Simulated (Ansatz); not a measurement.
`F[CH2][ZnH]` and `NCF` differ in one atom or group.

Ansatz, PBE0-D4/def2-TZVP geometries, multiplicity 1. Each molecule was computed in one conformer, which needn't be the lowest.

Scalar relativity is left out up to krypton.

```tsv
property	`F[CH2][ZnH]`
HOMO–LUMO gap (PBE/def2-TZVPP) / eV	4.56
zero-point energy (PBE0-D4/def2-TZVP) / kJ/mol	91.7
size of the dipole moment (PBE/def2-TZVPP) / D	1.51
size of the dipole moment (B3LYP/def2-TZVPP) / D	1.68
ideal-gas entropy at 298 K and 1 bar (rigid rotor, harmonic PBE0-D4/def2-TZVP) / J/(mol·K)	288
HOMO energy (B3LYP/def2-TZVPP) / eV	-7.21
```

**Question.** What does the change do to each property? (Best estimate.)

**Answer.** The calculation gave: 
```tsv
property	`NCF`	shift
HOMO–LUMO gap (PBE/def2-TZVPP) / eV	6.73	2.17
zero-point energy (PBE0-D4/def2-TZVP) / kJ/mol	152.1	60.4
size of the dipole moment (PBE/def2-TZVPP) / D	1.16	-0.35
size of the dipole moment (B3LYP/def2-TZVPP) / D	1.18	-0.50
ideal-gas entropy at 298 K and 1 bar (rigid rotor, harmonic PBE0-D4/def2-TZVP) / J/(mol·K)	259	-29
HOMO energy (B3LYP/def2-TZVPP) / eV	-7.72	-0.51
```

With PBE0 the HOMO falls by 0.57 eV and the LUMO rises by 1.93 eV, so the gap widens by about 2.50 eV. PBE moves the HOMO by -0.30 eV and ωB97M-V by -0.77 eV. The zero-point energy changes by 60.4 kJ/mol with +3 modes. Dipoles are sizes alone; their direction can turn.

B3LYP here is the variant with VWN-RPA as its local correlation; programs differ in this.
